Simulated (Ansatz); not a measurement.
Relaxation of F3H2Si (6 atoms, charge 0, multiplicity 2), to a largest force component of 0.03 eV/Å in at most 50 steps.

All numbers below come from Ansatz, UKS PBE-D4/def2-SVP.

```xyz
6
Properties=species:S:1:pos:R:3:forces:R:3
Si 0.000 0.000 -0.048 0.00 0.00 -0.35
H 0.000 0.000 1.424 0.00 0.00 0.25
F 1.510 0.000 -0.624 0.00 0.00 0.00
F -0.754 1.307 -0.624 0.00 0.00 0.00
F -0.754 -1.307 -0.624 0.00 0.00 0.00
H 0.000 0.000 3.288 0.00 0.00 0.10
```

**Question.** Where does it end, and by what steps?

**Answer.** It converged. The force dipped under the threshold on the way, but the program's further checks kept it going. After 8 steps the energy has fallen by 0.034 eV; H6 moved furthest, 0.74 Å.

```json
{"step": "0", "energy less start (eV)": "0.0000", "largest force component (eV/Å)": "0.349", "accepted": "yes"}
{"step": "1", "energy less start (eV)": "-0.0066", "largest force component (eV/Å)": "0.086", "accepted": "yes"}
{"step": "2", "energy less start (eV)": "-0.0181", "largest force component (eV/Å)": "0.162", "accepted": "yes"}
{"step": "3", "energy less start (eV)": "-0.0284", "largest force component (eV/Å)": "0.028", "accepted": "yes"}
{"step": "4", "energy less start (eV)": "-0.0326", "largest force component (eV/Å)": "0.043", "accepted": "yes"}
{"step": "5", "energy less start (eV)": "-0.0335", "largest force component (eV/Å)": "0.008", "accepted": "yes"}
{"step": "6", "energy less start (eV)": "-0.0337", "largest force component (eV/Å)": "0.001", "accepted": "yes"}
{"step": "7", "energy less start (eV)": "-0.0336", "largest force component (eV/Å)": "0.016", "accepted": "no"}
{"step": "8", "energy less start (eV)": "-0.0337", "largest force component (eV/Å)": "0.001", "accepted": "yes"}
```

```xyz
6
Properties=species:S:1:pos:R:3
Si 0.000 0.000 -0.198
H 0.000 0.000 1.282
F 1.509 0.000 -0.772
F -0.754 1.307 -0.773
F -0.754 -1.307 -0.773
H 0.000 0.000 4.026
```

Whether the end is a true minimum wasn't checked by a vibrational analysis.

Time of the run: 6.4 s on 2 threads of Intel(R) Xeon(R) Platinum 8559C (Emerald Rapids) (shared host), peak memory 0.15 GiB.
